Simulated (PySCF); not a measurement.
**Electron correlation in O²⁺ (oxygen, charge +2)**

[He] 2s2 2p2, high-spin 3P determinant. Computed with PySCF 2.14 in cc-pVTZ-DK (4s3p2d1f, 30 functions), with scalar relativity by spin-free X2C-1e. Frozen: 1s2; 4 electrons correlated.

MP2 pair energies summed by pair of shells (mhartree):

```tsv
pair	energy	share (%)
2s-2p	-45.33	60.6
2s-2s	-21.90	29.3
2p-2p	-7.58	10.1
```

Total MP2 correlation energy: -74.81 mhartree.

Same-spin part -13.04 and opposite-spin part -61.77 mhartree; SCS-MP2 scales them by 1/3 and 6/5 to -78.47 mhartree.

| level | correlation energy (mhartree) |
| --- | --- |
| CCSD | -96.42 |
| (T) | -1.31 |
| CCSD(T) | -97.73 |

Diagnostics: T1 = 0.0047, D1 = 0.0096, largest double amplitude 0.122.

Task: Is a single reference adequate?

Result: Mostly. T1 lies below 0.03, but a double amplitude of this size points to a near-degeneracy that CCSD handles and MP2 describes poorly.
